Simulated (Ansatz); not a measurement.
Isolated molecules relaxed with PBE0-D4/def2-TZVP in Ansatz; ΔE leaves out vibrations. CBS: MP2 limit from def2 TZ/QZ plus the TZ coupled-cluster correction, frozen cores. This one scheme is used for every species. DFT in def2-TZVPP. HSE06 is defined as in plane-wave codes. For Ge outer-core shells are correlated without core-valence functions, which leaves a few kJ/mol of doubt a bond. Scalar relativity is left out up to krypton. Each species was taken in one conformer, which may not be the lowest.

Consider the redistribution: `PP` + `[SH][GeH2][SH]` → `[PH2][GeH2][SH]` + `PS`.

Problem. Is it downhill or uphill in electronic energy at CCSD(T)/CBS, and by how much? (Best estimate.)

Solution. The calculation gave: Uphill: ΔE = +0.17 eV.

Problem. What do these levels give: LDA (SPW92), PBE-D4, r2SCAN-D4, ωB97X-V, PBE0, r2SCANh, HSE06, CAM-B3LYP, LC-ωPBE, CCSD/def2-SVP, MP2/def2-TZVPP, HF/CBS(def2)? (Best estimate.)

Solution. Ansatz gave: LDA (SPW92) 0.15, PBE-D4 0.16, r2SCAN-D4 0.17, ωB97X-V 0.16, PBE0 0.16, r2SCANh 0.17, HSE06 0.16, CAM-B3LYP 0.16, LC-ωPBE 0.16, CCSD/def2-SVP 0.25, MP2/def2-TZVPP 0.19, HF/CBS(def2) 0.19 eV.

Largest T1 diagnostic among the species: 0.014.

At CCSD(T), def2-SVP lies +0.08 eV from the extrapolated value and def2-TZVPP +0.02 eV. Leaving LDA and LC-ωPBE aside and taking each functional with its dispersion term where it has one, the values, not all of them listed here, spread over 0.04 eV, from PBE-D4 to B97M-V.
